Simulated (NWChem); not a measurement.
# CdNH$_{2}$I; SMILES [NH2][Cd][I]

```xyz
5

Cd     0.0008     1.0773    -0.0157
I     -0.0003    -1.5158     0.0085
N     -0.0032     3.0863     0.1320
H     -0.8167     3.5105    -0.3138
H      0.8130     3.5134    -0.3057
```
Atoms are numbered in this order, from 1.

Program: NWChem. Coordinates come from a PBE0/def2-SVP optimisation. No frequency run checked for a minimum. def2 effective core potentials on Cd, I; no spin-orbit coupling. Ions are spin-unrestricted doublets at the neutral geometry; other ion states weren't tried.

Task: Estimate the computed values for PBE/def2-SVP. Quantities: vertical ionisation energy, ΔSCF (eV); −ε(HOMO) (eV).

Result: 
```json
{
 "vertical ionisation energy, ΔSCF (eV)": "8.64",
 "−ε(HOMO) (eV)": "5.66"
}
```
